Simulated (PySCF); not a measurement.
PySCF input file for C₅H₈O, SMILES C=C(C)CC=O, PBE-D3(BJ)/def2-SVP. Coordinates come from a PBE-D3(BJ)/def2-SVP optimisation. The values are those of a single conformer.

```python
import numpy as np
from pyscf import gto, scf, dft, df
from pyscf.hessian import thermo

mol = gto.M(
    atom='''
    C    -1.84955980    0.62197538    0.78190352
    C    -0.93403281    0.14175329   -0.08603698
    C    -1.06278262   -1.19168217   -0.77103552
    C     0.35168345    0.89895767   -0.37710494
    C     1.45024825    0.26104873    0.46311201
    O     2.20705133   -0.60147303    0.06788514
    H    -1.72572334    1.60305585    1.26707223
    H    -2.76047961    0.05151597    1.02250489
    H    -0.15845409   -1.81383059   -0.59975577
    H    -1.13942045   -1.05908518   -1.87196064
    H    -1.95217418   -1.75150549   -0.42440681
    H     0.63259811    0.81188500   -1.44657304
    H     0.24689809    1.96609187   -0.09612422
    H     1.46700601    0.61133947    1.54113366
    ''',
    basis='def2-SVP',
    charge=0,
    spin=0,
    max_memory=1600,
    verbose=3,
)
mf = dft.RKS(mol, xc='pbe').density_fit(auxbasis='def2-universal-jkfit')
mf.disp = 'd3bj'
mf.grids.level = 3
mf.conv_tol = 1e-11
mf.max_cycle = 100
mf.kernel()

# [left out here: the lines that compute and print the analytic Hessian (its translational invariance restored by hand, since the grid's response is missing), thermochemistry and intensities]
```

Log of the run:

```
[...]
Normal mode                   x     y     z       x     y     z       x     y     z
       0   C                -0.01 -0.01  0.01    0.04  0.05  0.00   -0.00 -0.01 -0.01
       1   C                 0.01  0.04 -0.03   -0.12 -0.15 -0.03    0.06  0.03 -0.02
       2   C                -0.00 -0.01  0.01    0.03  0.03 -0.00   -0.03 -0.10 -0.05
       3   C                 0.13  0.00  0.05    0.07  0.04  0.00   -0.02 -0.00  0.01
       4   C                -0.05 -0.03 -0.01   -0.01 -0.01  0.02    0.01 -0.00  0.01
       5   O                 0.01  0.00 -0.00    0.00  0.00 -0.00    0.00 -0.01 -0.01
       6   H                -0.03  0.01 -0.03   -0.14  0.02  0.09   -0.20 -0.03  0.11
       7   H                -0.03  0.05  0.11    0.12 -0.15 -0.15   -0.10  0.21  0.19
       8   H                 0.00 -0.02 -0.05    0.04  0.08  0.14    0.20  0.31  0.26
       9   H                -0.01 -0.03  0.00   -0.09  0.16  0.03    0.08  0.46  0.02
      10   H                -0.01 -0.03 -0.06   -0.05  0.26  0.14   -0.10  0.25  0.30
      11   H                -0.41 -0.06 -0.08   -0.26  0.03 -0.09    0.00 -0.04  0.01
      12   H                -0.63 -0.03 -0.16    0.15  0.08 -0.08   -0.01 -0.01  0.03
      13   H                 0.00  0.16 -0.08    0.05  0.03  0.01   -0.13  0.11 -0.02
Mode                                21                  22                  23
Irrep
Freq [cm^-1]                     1358.0281           1371.7751           1388.7315
Reduced mass [au]                   1.1928              1.2057              1.0996
Force const [Dyne/A]                1.2961              1.3368              1.2495
Char temp [K]                    1953.9001           1973.6790           1998.0754
Normal mode                   x     y     z       x     y     z       x     y     z
       0   C                 0.00  0.01  0.00   -0.02 -0.00  0.01   -0.00  0.00  0.00
       1   C                -0.01 -0.02 -0.00   -0.03  0.07  0.06    0.01  0.00 -0.01
       2   C                 0.00  0.03  0.01    0.01 -0.05 -0.05   -0.02  0.01 -0.00
       3   C                -0.02  0.02  0.02    0.01 -0.02  0.00   -0.01 -0.06  0.05
       4   C                 0.04 -0.01  0.06   -0.00 -0.00  0.00   -0.01 -0.00 -0.01
       5   O                 0.02 -0.04 -0.05    0.00 -0.00 -0.00   -0.00  0.01  0.00
       6   H                 0.01  0.00  0.01    0.48  0.06 -0.27   -0.04  0.00  0.01
       7   H                 0.02 -0.03 -0.03    0.14 -0.36 -0.29   -0.01  0.02  0.03
       8   H                -0.05 -0.08 -0.06   -0.02  0.02  0.34   -0.05 -0.10 -0.17
       9   H                 0.01 -0.08 -0.00   -0.21  0.24  0.02    0.31  0.04 -0.02
      10   H                 0.04 -0.06 -0.03    0.02 -0.01  0.05    0.10 -0.02  0.25
      11   H                 0.11  0.01  0.05    0.06  0.14  0.00    0.00  0.59 -0.01
      12   H                 0.02  0.04 -0.05   -0.08  0.01 -0.11    0.12  0.12 -0.56
      13   H                -0.65  0.59 -0.10   -0.03  0.04 -0.01    0.03 -0.02 -0.01
Mode                                24                  25                  26
Irrep
Freq [cm^-1]                     1398.8295           1414.1831           1668.9291
Reduced mass [au]                   1.0533              1.0715              5.7925
Force const [Dyne/A]                1.2143              1.2626              9.5059
Char temp [K]                    2012.6042           2034.6946           2401.2174
Normal mode                   x     y     z       x     y     z       x     y     z
       0   C                 0.00  0.00 -0.00   -0.03  0.02  0.03   -0.12  0.06  0.11
       1   C                -0.02 -0.00 -0.02   -0.02  0.01  0.01    0.14 -0.08 -0.14
       2   C                -0.02  0.03 -0.03   -0.03 -0.03  0.01   -0.01  0.02  0.02
       3   C                 0.01  0.02 -0.02    0.01  0.02 -0.02   -0.01  0.00  0.01
       4   C                 0.00  0.00  0.00    0.00  0.00  0.00    0.01 -0.01 -0.01
       5   O                -0.00  0.00  0.00    0.00 -0.00 -0.00   -0.01  0.01  0.01
       6   H                -0.02 -0.01  0.02    0.24  0.05 -0.12    0.14  0.12 -0.01
       7   H                 0.00  0.01  0.01    0.07 -0.21 -0.17   -0.05 -0.17 -0.07
       8   H                -0.33 -0.39  0.12    0.16  0.11 -0.47   -0.00  0.04  0.07
       9   H                 0.25  0.31 -0.00    0.50 -0.10 -0.05   -0.04  0.06  0.02
      10   H                 0.38 -0.32  0.41   -0.11  0.29  0.29    0.02 -0.06 -0.05
      11   H                -0.04 -0.22 -0.01    0.00 -0.19 -0.00   -0.07 -0.03  0.00
      12   H                -0.05 -0.05  0.20   -0.07 -0.04  0.18    0.06  0.01 -0.02
      13   H                 0.02 -0.02  0.01   -0.01  0.01  0.00    0.01 -0.01 -0.01
Mode                                27                  28                  29
Irrep
Freq [cm^-1]                     1789.0144           2782.4118           2959.9846
Reduced mass [au]                  10.0754              1.0849              1.0387
Force const [Dyne/A]               18.9995              4.9485              5.3617
Char temp [K]                    2573.9935           4003.2711           4258.7588
Normal mode                   x     y     z       x     y     z       x     y     z
       0   C                 0.01 -0.00 -0.01   -0.00  0.00  0.00    0.00 -0.00 -0.00
       1   C                -0.02 -0.00  0.01    0.00  0.00 -0.00    0.00  0.00 -0.00
       2   C                 0.00 -0.00 -0.00   -0.00 -0.00  0.00    0.01 -0.04 -0.03
       3   C                -0.00  0.01  0.00    0.00  0.00  0.00   -0.00 -0.00  0.00
       4   C                 0.14 -0.16 -0.06   -0.00 -0.02 -0.08   -0.00  0.00  0.00
       5   O                -0.10  0.11  0.05    0.00 -0.00  0.00   -0.00  0.00  0.00
       6   H                -0.01 -0.01  0.00   -0.00 -0.00 -0.00    0.00  0.01  0.00
       7   H                 0.01  0.01 -0.00   -0.00 -0.00  0.00   -0.01 -0.01  0.00
       8   H                 0.01  0.01 -0.00    0.00  0.00 -0.00   -0.48  0.32 -0.10
       9   H                 0.00 -0.00 -0.00    0.00  0.00 -0.00    0.05 -0.09  0.65
      10   H                -0.01  0.01  0.00    0.00  0.00 -0.00    0.34  0.21 -0.14
      11   H                 0.05 -0.02  0.01    0.01 -0.00 -0.01    0.01 -0.00 -0.03
      12   H                -0.06  0.01 -0.03   -0.00 -0.03 -0.01   -0.00  0.03  0.01
      13   H                -0.07  0.03 -0.10    0.03  0.28  0.91    0.00 -0.00  0.00
Mode                                30                  31                  32
Irrep
Freq [cm^-1]                     2986.9362           3030.4819           3062.9876
Reduced mass [au]                   1.0577              1.1001              1.1091
Force const [Dyne/A]                5.5598              5.9525              6.1308
Char temp [K]                    4297.5361           4360.1887           4406.9573
Normal mode                   x     y     z       x     y     z       x     y     z
       0   C                 0.00 -0.00 -0.00    0.00  0.00  0.00    0.00 -0.00 -0.00
       1   C                -0.00 -0.00  0.00    0.00 -0.00  0.00   -0.00  0.00  0.00
       2   C                -0.00 -0.00 -0.00    0.04 -0.04  0.06    0.00  0.00 -0.00
       3   C                 0.01  0.05 -0.04   -0.00 -0.00 -0.00   -0.02  0.06  0.07
       4   C                 0.00 -0.00  0.00    0.00  0.00  0.00   -0.00  0.00  0.00
       5   O                 0.00  0.00 -0.00    0.00  0.00  0.00    0.00 -0.00 -0.00
       6   H                 0.00  0.01  0.00    0.00  0.00  0.00    0.01  0.03  0.01
       7   H                -0.01 -0.01  0.00   -0.00 -0.00  0.00   -0.02 -0.02  0.01
       8   H                -0.02  0.01 -0.00   -0.56  0.38 -0.10   -0.01  0.00 -0.00
       9   H                 0.00 -0.00  0.03   -0.04  0.08 -0.65    0.00 -0.00  0.01
      10   H                 0.02  0.01 -0.01    0.08  0.04 -0.02   -0.03 -0.02  0.01
      11   H                -0.18  0.07  0.68    0.00  0.00  0.00    0.16 -0.05 -0.62
      12   H                 0.07 -0.63 -0.18    0.00  0.00 -0.00    0.07 -0.66 -0.17
      13   H                -0.00 -0.00 -0.01   -0.00 -0.00 -0.00   -0.00 -0.01 -0.03
Mode                                33                  34                  35
Irrep
Freq [cm^-1]                     3073.2469           3080.1510           3170.8088
Reduced mass [au]                   1.0614              1.1033              1.1172
Force const [Dyne/A]                5.9066              6.1672              6.6182
Char temp [K]                    4421.7180           4431.6515           4562.0879
Normal mode                   x     y     z       x     y     z       x     y     z
       0   C                -0.05  0.02  0.04    0.00 -0.00 -0.00   -0.05 -0.08 -0.01
       1   C                 0.01 -0.00 -0.01    0.00 -0.00 -0.00   -0.00 -0.00 -0.00
       2   C                 0.00 -0.00 -0.00    0.08  0.02 -0.04   -0.00  0.00  0.00
       3   C                -0.00  0.00  0.00    0.00 -0.00 -0.00    0.00 -0.00 -0.00
       4   C                -0.00  0.00  0.00   -0.00 -0.00 -0.00    0.00 -0.00 -0.00
       5   O                 0.00 -0.00 -0.00    0.00  0.00  0.00   -0.00  0.00  0.00
       6   H                -0.09 -0.62 -0.30    0.00  0.03  0.02    0.07  0.59  0.29
       7   H                 0.56  0.36 -0.14   -0.02 -0.01  0.01    0.56  0.35 -0.15
       8   H                -0.02  0.02 -0.00   -0.27  0.19 -0.06    0.00 -0.00 -0.00
       9   H                 0.00 -0.00  0.02    0.03 -0.03  0.24    0.00  0.00 -0.00
      10   H                -0.03 -0.02  0.01   -0.69 -0.43  0.27    0.01  0.01 -0.00
      11   H                 0.00 -0.00 -0.02   -0.01  0.00  0.03   -0.00  0.00  0.00
      12   H                 0.00 -0.04 -0.01   -0.00  0.02  0.01    0.00  0.01  0.00
      13   H                -0.00 -0.00 -0.00    0.00  0.00  0.00   -0.00  0.00  0.00
temperature 298.1500 [K]
pressure 101325.00 [Pa]
Rotational constants [GHz] 6.09657 2.43080 2.00419
Symmetry number 1
Zero-point energy (ZPE) 0.11386 [Eh]   298932.494 [J/mol]
                           tot       elec      trans        rot        vib
Entropy [J/mol/K]       349.368      0.000    164.023    112.064     73.281
Cv [J/mol/K]            104.461      0.000     12.472     12.472     79.518
Cp [J/mol/K]            112.776      0.000     20.786     12.472     79.518
Internal energy [J/mol]                      3718.434   3718.434 310482.984
Internal energy [Eh]   -269.88481  -270.00590
Enthalpy [J/mol]                             6197.391   3718.434 310482.984
Enthalpy [Eh]          -269.88387
Gibbs free energy [J/mol]                  -42706.097 -29693.519 288634.315
Gibbs free energy [Eh] -269.92354
mode   freq/cm-1   IR/(km/mol)
   1       58.15         6.068
   2       78.67         2.530
   3      195.14         0.263
   4      218.14         2.841
   5      367.34         0.875
   6      409.13         0.813
   7      485.09         0.980
   8      524.30        32.573
   9      686.80         9.079
  10      785.71         2.208
  11      873.73        31.263
  12      880.30         5.963
  13      927.38         0.351
  14      949.29         4.430
  15      991.36         2.760
  16     1025.40         1.400
  17     1040.28        15.066
  18     1136.47        20.798
  19     1212.45        16.069
  20     1253.46        13.611
  21     1342.52        10.820
  22     1358.03         2.888
  23     1371.78         0.925
  24     1388.73         5.474
  25     1398.83        14.741
  26     1414.18         6.966
  27     1668.93        28.117
  28     1789.01       182.249
  29     2782.41       116.525
  30     2959.98        13.207
  31     2986.94         9.734
  32     3030.48         6.243
  33     3062.99         8.127
  34     3073.25         3.542
  35     3080.15        10.235
  36     3170.81         8.393
max |gradient| / (hartree/bohr): 3.699503559642964e-05
APT charges: [-0.1549  0.1619 -0.0305 -0.1737  0.7463 -0.5826  0.0278  0.0374  0.0311
 -0.0013  0.0032  0.0013  0.0033 -0.0692]
```

The run converged.
